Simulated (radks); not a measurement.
Trend from La to Lu: ionisation energy by Delta-SCF between NIST ground configurations, and size. Calculated with a radial shooting solver on a logarithmic mesh with Libxc functionals: Dirac Kohn-Sham, PBE, spin-unpolarised, spherical densities, finite nucleus; open shells fill j = l - 1/2 first; Fermi nuclear charge, rms radius of each element as measured or else 0.836 A^(1/3) + 0.57 fm.

\begin{tabular}{lrrrrrr}
species & configuration & IE (eV) & NIST (eV) & kind & -e(HOMO) (eV) & r at 0.001 e/bohr^3 (bohr) \\ \hline
La & [Xe] 5d1 6s2 & 5.919 & 5.577 & exp. & 3.172 (5d3/2) & 5.48 \\
Ce & [Xe] 4f1 5d1 6s2 & 6.115 & 5.539 & exp. & 3.144 (5d3/2) & 5.44 \\
Pr & [Xe] 4f3 6s2 & 5.716 & 5.470 & semi-emp. & 1.336 (4f5/2) & 5.40 \\
Nd & [Xe] 4f4 6s2 & 5.793 & 5.525 & exp. & 1.840 (4f5/2) & 5.36 \\
Pm & [Xe] 4f5 6s2 & 5.868 & 5.582 & exp. & 2.244 (4f5/2) & 5.32 \\
Sm & [Xe] 4f6 6s2 & 5.941 & 5.644 & exp. & 2.564 (4f5/2) & 5.29 \\
Eu & [Xe] 4f7 6s2 & 6.015 & 5.670 & exp. & 2.264 (4f7/2) & 5.25 \\
Gd & [Xe] 4f7 5d1 6s2 & 6.616 & 6.150 & exp. & 2.638 (5d3/2) & 5.24 \\
Tb & [Xe] 4f9 6s2 & 6.162 & 5.864 & exp. & 2.548 (4f7/2) & 5.19 \\
Dy & [Xe] 4f10 6s2 & 6.235 & 5.939 & exp. & 2.611 (4f7/2) & 5.16 \\
Ho & [Xe] 4f11 6s2 & 6.309 & 6.022 & exp. & 2.628 (4f7/2) & 5.13 \\
Er & [Xe] 4f12 6s2 & 6.384 & 6.108 & exp. & 2.604 (4f7/2) & 5.10 \\
Tm & [Xe] 4f13 6s2 & 6.460 & 6.184 & exp. & 2.542 (4f7/2) & 5.08 \\
Yb & [Xe] 4f14 6s2 & 6.537 & 6.254 & exp. & 2.446 (4f7/2) & 5.05 \\
Lu & [Xe] 4f14 5d1 6s2 & 5.449 & 5.426 & exp. & 1.867 (5d3/2) & 5.06 \\
\end{tabular}

Reference values: NIST Atomic Spectra Database (exp. = measured, semi-emp. = semi-empirical, theory = theoretical value adopted there). Spin polarisation and multiplet splitting are left out, so open shells lie too high by an amount that depends on their filling.

Beside tabulated values, note that spin-unpolarised runs miss the spin-polarisation part of the exchange energy of open shells.
